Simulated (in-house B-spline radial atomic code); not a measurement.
Values are calculated unless marked as measured or tabulated.
# Correlation energy from the adiabatic connection: −Z/r, Z = 4.27, wall at 1.4 bohr

Two electrons in a singlet, external potential −Z/r, Z = 4.27, wall at 1.4 bohr (atomic units). Full CI in B-splines (partial waves to l = 8, correlation up to 0.6 % small) with the density held fixed gives W(λ) = <V_ee>_λ − U, and E_c is the integral of W(λ) − W(0) from 0 to 1.

| λ | W(λ) − W(0) (hartree) |
| --- | --- |
| 0 | 0.00000 |
| 0.02 | -0.00187 |
| 0.05 | -0.00465 |
| 0.12 | -0.01109 |
| 0.25 | -0.02283 |
| 0.4 | -0.03605 |
| 0.6 | -0.05312 |
| 0.8 | -0.06961 |
| 1 | -0.08553 |

Q: Integrate the table by the trapezoid rule.

A: The strips give -0.00002, -0.00010, -0.00055, -0.00220, -0.00442, -0.00892, -0.01227, -0.01551, which sum to -0.04399 hartree. The direct value, W(1) − W(0) + T_c with T_c = 0.04150, is -0.04403; the curve is convex, so chords lie above it and the trapezoids fall short in size by 0.08 %.

Q: Now use only three numbers: W(0) = -2.4942, the initial slope W'(0) = -0.09345 (extrapolated from the first points) and the strong-coupling limit of the point-charge-plus-continuum model, W∞ = -3.4626. What do second-order theory and the interpolation W(λ) = W∞ + (W(0) − W∞)/√(1 + 2χλ) of Seidl, Perdew and Levy give?

A: Second order keeps the slope alone: E_c = W'(0)/2 = -0.04673, +6 % in size against -0.04403. Matching the slope fixes χ = W'(0)/(W∞ − W(0)) = -0.09345/(-0.96840) = 0.09650. Integrating, with s = √(1 + 2χ) = 1.092245, E_c = −(W(0) − W∞)(s − 1)/(s + 1) = −0.96840 × 0.092245/2.092245 = -0.04270 hartree, -3.0 % in size against the full result. At λ = 1 the formula gives W − W(0) = -0.08179 against -0.08553. Part of the miss can come from the model's W∞.
